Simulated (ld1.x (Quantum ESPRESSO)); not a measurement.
# platinum (Pt): excitation energies, all-electron against TM

```json
{
  "Element": "platinum (Pt)",
  "Generator": "ld1.x (Quantum ESPRESSO) 7.5",
  "Type": "norm-conserving Troullier–Martins (Kleinman–Bylander form)",
  "Functional": "PBE",
  "Relativity": "fully relativistic",
  "Frozen core": "[Kr] 4d10 4f14",
  "Valence charge": "18",
  "Reference configuration": "5s2 5p6 5d8 6s0 6p0 (charge +2)",
  "Partial waves": "5s (bound): rc 1.35 bohr; 5d (bound): rc 2.05 bohr; 5p (bound): rc 1.30 bohr",
  "Local potential": "the p channel",
  "Core correction": "none"
}
```

Open shells are filled in proportion to 2j + 1 (rel_dist='average').

Energies are relative to the spin-unpolarised reference configuration 5s2 5p6 5d8 6s0 6p0; without spin polarisation the order of configurations can differ from experiment. The p channel is local and has no spin–orbit splitting in the pseudo-atom.

**Question.** Give the all-electron excitation energy and the error of the potential for: 5s2 5p6 5d9 6s1 6p0; 5s2 5p6 5d9 6s0 6p0; 5s2 5p6 5d7 6s0 6p0; 5s1 5p6 5d9 6s1 6p0; 5s2 5p6 5d9.5 6s0.5 6p0; 5s2 5p6 5d8 6s1 6p0; 5s2 5p6 5d6 6s0 6p0.

**Answer.**

```
  valence configuration  charge  ΔE all-electron (eV)  error AE − PS (meV)
    5s2 5p6 5d9 6s1 6p0       0               -29.192                +1354
    5s2 5p6 5d9 6s0 6p0      +1               -19.981                 +0.1
    5s2 5p6 5d7 6s0 6p0      +3                32.214                 -0.5
    5s1 5p6 5d9 6s1 6p0      +1                79.128                +1997
5s2 5p6 5d9.5 6s0.5 6p0       0               -29.324                 +638
    5s2 5p6 5d8 6s1 6p0      +1               -17.999                +1832
    5s2 5p6 5d6 6s0 6p0      +4                77.846                 -3.2
```

These tests converged, but a pseudo level misses the all-electron one widely, so the file describes the atom poorly there or has found another state: 5s2 5p6 5d9 6s1 6p0: 5p by 11.1 eV; 5s2 5p6 5d9 6s0 6p0: 5p by 10.4 eV; 5s2 5p6 5d7 6s0 6p0: 5p by 10.6 eV; 5s1 5p6 5d9 6s1 6p0: 5p by 11.4 eV; 5s2 5p6 5d9.5 6s0.5 6p0: 5p by 10.7 eV; 5s2 5p6 5d8 6s1 6p0: 5p by 11.3 eV; 5s2 5p6 5d6 6s0 6p0: 5p by 10.8 eV.

A Bessel basis up to 400 Ry misses an occupied level by 2.16 Ry, so cutoffs and ghosts were not judged. The potential misses its own reference levels by up to 10.5 eV, so it is not fit for use.
